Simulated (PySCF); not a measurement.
Working out the ionisation energy of Sn

Sn [Kr] 4d10 5s2 5p2 (3P) → Sn⁺ [Kr] 4d10 5s2 5p1 (2P). Calculation: PySCF 2.14, in def2-SVP with the def2 core potential (28 electrons); a scalar-relativistic core potential. Frozen: 4s2 4p6 4d10. Energies in hartree (1 hartree = 27.21139 eV):

```json
{"part": "UHF", "Sn (lower)": "-213.336133", "Sn⁺ (upper)": "-213.084290"}
{"part": "CCSD correlation", "Sn (lower)": "-0.048135", "Sn⁺ (upper)": "-0.039841"}
{"part": "(T)", "Sn (lower)": "-0.000589", "Sn⁺ (upper)": "-0.000369"}
```

Task: What does Hartree-Fock give?

Result: (-213.084290) − (-213.336133) = 0.251843 hartree = 6.853 eV.

Task: What do CCSD and CCSD(T) give?

Result: The CCSD correlation energies differ by 0.008294 hartree = 0.226 eV and the triples by 0.000220 hartree = 0.006 eV, so CCSD gives 7.079 eV and CCSD(T) 7.085 eV.

Measured between the centres of the two terms (NIST): 7.389 eV, so CCSD(T) (valence) is off by -0.304 eV.

A double-zeta basis recovers only part of the correlation energy.

What remains against the reference includes basis incompleteness, the frozen core and higher excitations.
